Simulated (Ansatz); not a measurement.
Cost and result for the atomization energy of C4H5F3S, SMILES `C=CCSC(F)(F)F` (13 atoms, 12 bonds).

Cartesian coordinates in Å:
```
C 1.415 -1.410 0.014
C 0.118 -1.302 -0.229
C -0.830 -0.593 0.672
S -1.753 0.758 -0.117
C -0.411 1.917 -0.437
F 0.382 2.091 0.625
F 0.377 1.561 -1.452
F -0.957 3.094 -0.746
H 1.865 -0.965 0.896
H 2.074 -1.942 -0.661
H -0.311 -1.739 -1.127
H -0.334 -0.211 1.565
H -1.635 -1.259 0.998
```

Charge 0, multiplicity 1. The geometry is a stationary point of PBE0-D4/def2-TZVP. It is one conformer, not always the lowest. Program: Ansatz. All runs use 2 threads of an AMD EPYC 7R13 on a shared host and a share of an NVIDIA H100 80 GB. Times are those of one run each, without the atoms' runs, and a repeat can differ threefold. Electronic energies, without spin–orbit coupling; frozen cores. CCSD(T)/CBS adds CCSD(T) − MP2 in def2-TZVPP to the MP2 limit, and its time is that of the two runs behind it. T1 = 0.012. B3LYP takes the VWN-RPA correlation (the form of Gaussian; ORCA's B3LYP/G).

CCSD(T)/CBS is a level of theory with its own doubt, some kJ/mol a heavy atom from the limit and from the frozen cores, so smaller differences don't rank the functionals.

| level | functions | wall time |
| --- | --- | --- |
| PBE-D4/def2-TZVPP (with forces) | 329 | 3.2 s |
| PBE0-D4/def2-TZVPP | 329 | 3.8 s |
| B2PLYP/def2-TZVPP | 329 | 4.9 s |
| B3LYP-D4/def2-TZVPP (with forces) | 329 | 5.5 s |
| ωB97X-V/def2-TZVPP | 329 | 6 s |
| MP2/def2-QZVPP | 619 | 6 s |
| r2SCAN-D4/def2-TZVPP (with forces) | 329 | 6.5 s |
| ωB97M-V/def2-TZVPP (with forces) | 329 | 6.5 s |
| CCSD(T)/def2-TZVPP | 329 | 12 s |
| CCSD(T)/CBS(def2) | – | 18 s |

Question: What atomization energy does each give, and how far from CCSD(T)/CBS? (Estimate.)

Answer: Ansatz gave: 
```csv
level,atomization (kJ/mol),difference from CCSD(T)/CBS,per bond
PBE-D4/def2-TZVPP (with forces),5438.3,213.2,17.8
PBE0-D4/def2-TZVPP,5285.3,60.2,5.0
B2PLYP/def2-TZVPP,5166.5,-58.6,-4.9
B3LYP-D4/def2-TZVPP (with forces),5214.8,-10.3,-0.9
ωB97X-V/def2-TZVPP,5250.4,25.3,2.1
MP2/def2-QZVPP,5325.4,100.3,8.4
r2SCAN-D4/def2-TZVPP (with forces),5271.6,46.5,3.9
ωB97M-V/def2-TZVPP (with forces),5260.9,35.8,3.0
CCSD(T)/def2-TZVPP,5082.6,-142.5,-11.9
CCSD(T)/CBS(def2),5225.1,0.0,0.0
```

In def2-TZVPP, CCSD(T) changes the Hartree–Fock value by +1394.8 kJ/mol (the triples alone add +104.9 kJ/mol) and MP2 by +1553.9 kJ/mol; breaking electron pairs costs correlation energy, which Hartree–Fock lacks. From PBE to PBE0 (25 % exact exchange), in def2-TZVPP and without D4, the atomization energy moves by −148.2 kJ/mol: exact exchange takes away binding that semilocal exchange gives to molecules. The D4 term adds +50.4 kJ/mol with B3LYP and +26.8 kJ/mol with PBE0; it sums over pairs of atoms, weighted by their polarisabilities, and B3LYP, whose exchange is more repulsive, gets the larger term.
